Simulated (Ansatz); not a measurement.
The Sn1–H2 bond of H4Sn (SMILES [SnH4]) is stretched (multiplicity 1, the rest rigid).
Geometry at rest (charge 0, multiplicity 1):
```json
[
 {"atom": "Sn", "x (Å)": "0.0000", "y (Å)": "0.0000", "z (Å)": "0.0000"},
 {"atom": "H", "x (Å)": "1.3017", "y (Å)": "0.6999", "z (Å)": "-0.8572"},
 {"atom": "H", "x (Å)": "0.6024", "y (Å)": "-0.8591", "z (Å)": "1.3484"},
 {"atom": "H", "x (Å)": "-1.0572", "y (Å)": "1.2310", "z (Å)": "0.5349"},
 {"atom": "H", "x (Å)": "-0.8469", "y (Å)": "-1.0719", "z (Å)": "-1.0261"}
]
```

Correlated levels freeze the cores. Filled d and f shells under p-block atoms count as core.

Run with Ansatz (Gaussian basis) for Hartree–Fock, density functionals and correlated methods.  In def2 rows elements past Kr take small-core potentials, without spin–orbit coupling.

Energies above the point at 1.709 Å (the B3LYP-D3(BJ) bond length), FIC-MRCISD+Q on CASSCF(2,2)/def2-TZVPP (kcal/mol): 6.66 at 1.538 Å; 3.41 at 1.879 Å; 78.99 at 5.467 Å.

**Question.** Take the last value as the depth D of a Morse curve D(1 − e^(−a(R − R₀)))², fit a and R₀ to the two near points, and test it at 2.307 and 2.990 Å.

**Answer.** 
With D = 79.0, both near points (counted from the curve's value at 1.709 Å) are met by a = 1.43 Å⁻¹ and R₀ = 1.716 Å, so k = 2Da² = 323 kcal/(mol Å²). The curve then gives 25.7 and 55.5 kcal/mol; the level itself gives 27.0 and 61.0, so Morse is off by -1.4 and -5.5.

Ansatz is a quantum-chemistry and plane-wave program.
